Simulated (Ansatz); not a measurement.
C2H5GeNO, SMILES `NC#C[O][GeH3]`, relaxed with RKS PBE-D4/def2-SVP in Ansatz from a rough embedded geometry. The force threshold is 0.03 eV/Å; the program also tests the step.

The species carries charge 0 and has multiplicity 1.

Start:

```xyz
10

N     0.908   -1.599   -2.086
C     0.836   -0.767   -1.040
C     0.789   -0.024   -0.122
O     0.669    0.942    0.908
Ge   -0.886    1.270    1.677
H     0.026   -2.109   -2.497
H     1.814   -1.857   -2.553
H    -2.045    0.508    0.937
H    -0.918    0.854    3.199
H    -1.193    2.783    1.578
```

| step | energy (eV) | largest force (eV/Å) | largest move (Å) |
| --- | --- | --- | --- |
| 1 | -62181.0623 | 5.713 | 0.000 |
| 2 | -62181.5230 | 1.754 | 0.132 |
| 3 | -62181.6564 | 1.057 | 0.113 |
| 4 | -62181.6819 | 0.514 | 0.073 |
| 5 | -62181.7075 | 0.174 | 0.200 |
| 6 | -62181.7116 | 0.824 | 0.195 |
| 7 | -62181.7710 | 0.222 | 0.200 |
| 8 | -62181.8095 | 0.177 | 0.200 |
| 9 | -62181.8190 | 0.688 | 0.200 |
| 10 | -62181.8273 | 0.329 | 0.066 |
| 11 | -62181.8281 | 0.169 | 0.135 |
| 12 | -62181.8330 | 0.186 | 0.036 |
| 13 | -62181.8345 | 0.050 | 0.040 |
| 14 | -62181.8349 | 0.022 | 0.025 |
| 15 | -62181.8353 | 0.039 | 0.056 |
| 16 | -62181.8353 | 0.020 | 0.007 |

End:

```xyz
10

N     1.119   -1.624   -1.993
C     0.781   -0.600   -1.165
C     0.530    0.377   -0.463
O     0.278    1.435    0.270
Ge   -0.956    1.226    1.633
H     0.360   -1.967   -2.591
H     1.602   -2.407   -1.540
H    -2.294    0.798    0.980
H    -0.406    0.134    2.585
H    -1.015    2.627    2.284
```

Run time 16 s (4 threads of an Arm Neoverse V2 on a shared host); peak host memory 0.16 GiB.
